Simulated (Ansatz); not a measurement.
Cost and result up the ladder for `FC(F)(F)c1ccc(-c2ccc(-c3ccc(-c4ccc(-c5ccc(-c6ccc(C(F)(F)F)cc6)cc5)cc4)cc3)cc2)cc1` (68 atoms). Charge 0, multiplicity 1. Geometry: PBE-D4/def2-SVP.

Cartesian coordinates in Å:
```
F -13.009 1.305 5.944
C -12.918 1.316 4.592
F -13.729 0.337 4.118
F -13.439 2.496 4.165
C -11.498 1.137 4.115
C -10.415 1.326 4.989
C -9.104 1.195 4.517
C -8.841 0.874 3.166
C -7.452 0.737 2.669
C -7.100 1.137 1.360
C -5.789 1.012 0.892
C -4.768 0.473 1.708
C -3.380 0.336 1.211
C -2.562 -0.746 1.610
C -1.253 -0.878 1.138
C -0.695 0.070 0.250
C 0.693 -0.068 -0.248
C 1.499 1.066 -0.498
C 2.809 0.936 -0.967
C 3.379 -0.335 -1.211
C 4.767 -0.473 -1.709
C 5.564 -1.589 -1.363
C 6.873 -1.721 -1.835
C 7.452 -0.740 -2.672
C 8.841 -0.878 -3.169
C 9.666 0.256 -3.350
C 10.978 0.128 -3.819
C 11.497 -1.143 -4.120
C 12.926 -1.301 -4.575
F 13.740 -1.648 -3.544
F 13.047 -2.272 -5.514
F 13.422 -0.156 -5.103
C 10.689 -2.282 -3.951
C 9.380 -2.148 -3.481
C 6.658 0.378 -3.016
C 5.347 0.506 -2.548
C 2.572 -1.469 -0.961
C 1.263 -1.339 -0.491
C -1.512 1.154 -0.146
C -2.823 1.282 0.321
C -5.122 0.070 3.017
C -6.431 0.202 3.487
C -9.946 0.686 2.302
C -11.257 0.813 2.768
H -10.602 1.581 6.042
H -8.264 1.370 5.206
H -7.866 1.574 0.702
H -5.554 1.320 -0.138
H -2.968 -1.511 2.289
H -0.640 -1.725 1.481
H 1.102 2.070 -0.284
H 3.419 1.840 -1.111
H 5.161 -2.352 -0.681
H 7.475 -2.585 -1.516
H 9.280 1.254 -3.095
H 11.609 1.019 -3.951
H 11.086 -3.276 -4.206
H 8.749 -3.044 -3.381
H 7.063 1.142 -3.697
H 4.746 1.370 -2.870
H 2.967 -2.473 -1.177
H 0.653 -2.242 -0.344
H -1.116 1.901 -0.850
H -3.424 2.147 0.003
H -4.348 -0.337 3.686
H -6.673 -0.136 4.506
H -9.771 0.403 1.253
H -12.104 0.645 2.086
```

Ansatz on 4 threads of AMD EPYC 7R13 on a shared host and a share (37 GiB) of an NVIDIA H100 80GB HBM3. Times are rough, and most runs start from the orbitals of an earlier one. PBE0-D4/def2-TZVP serves as the yardstick here, not as an exact answer. Differences are given only for rows in sets of like size (and for xTB, whose basis is part of the method), since another set adds its own error. Binding counts from free atoms at the same level (F doublet, C triplet, H doublet; other spins of the atoms weren't run), without zero-point energy or a counterpoise term.

Single mean-field runs in def2-SVP, def2-TZVP are fitted with def2-universal-jkfit.

```json
{"level": "PBE-D4/def2-SVP", "functions": "736", "wall time": "7 s", "binding energy per atom (eV)": "5.64", "difference from PBE0-D4/def2-TZVP (eV)": "–"}
{"level": "PBE0-D4/def2-SVP", "functions": "736", "wall time": "9 s", "binding energy per atom (eV)": "5.50", "difference from PBE0-D4/def2-TZVP (eV)": "–"}
{"level": "r2SCAN-D4/def2-TZVP", "functions": "1508", "wall time": "12 s", "binding energy per atom (eV)": "5.34", "difference from PBE0-D4/def2-TZVP (eV)": "-0.05"}
{"level": "PBE0-D4/def2-TZVP", "functions": "1508", "wall time": "15 s", "binding energy per atom (eV)": "5.40", "difference from PBE0-D4/def2-TZVP (eV)": "0.00"}
{"level": "PBE-D4/def2-TZVP (with forces)", "functions": "1508", "wall time": "15 s", "binding energy per atom (eV)": "5.53", "difference from PBE0-D4/def2-TZVP (eV)": "0.13"}
```
